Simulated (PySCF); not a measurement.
**Lu+ (lutetium, charge +1) across methods**

[Xe] 4f14 5d1 6s1, high-spin 3D determinant (an excited configuration). All numbers are calculated (PySCF 2.14, the spin-free X2C one-electron Hamiltonian (Gaussian nucleus), in x2c-TZVPPall with one added diffuse shell each of s, p, d type (12s8p8d2f2g, 108 functions)).

```
method   E (hartree)  mean ε 4f β (eV)  mean ε 6s α (eV)  mean ε 5d α (eV)  Σ⟨r²⟩ (bohr²)   ⟨S²⟩
revPBE     -14563.62           -16.112           -10.651            -8.550          53.23  2.001
   UHF  -14558.13970           -28.915           -12.622           -11.902          53.76  2.003
  PBE0     -14562.97           -19.512           -11.300            -9.535          53.05  2.001
  PW91     -14564.75           -16.264           -10.800            -8.614          53.13  2.001
r2SCAN     -14563.32           -16.169           -10.780            -8.890          52.86  2.002
   LDA     -14553.60           -16.506           -10.970            -8.552          52.87  2.001
M06-2X     -14564.59           -23.599           -12.233           -10.521          52.57  2.001
```

Q: Estimate the same row for PBE.

A: E (hartree) = -14563.22; mean ε 4f β (eV) = -16.176; mean ε 6s α (eV) = -10.723; mean ε 5d α (eV) = -8.553; Σ⟨r²⟩ (bohr²) = 53.16; ⟨S²⟩ = 2.001.

Spin-orbit coupling, absent here, splits the open shell strongly.
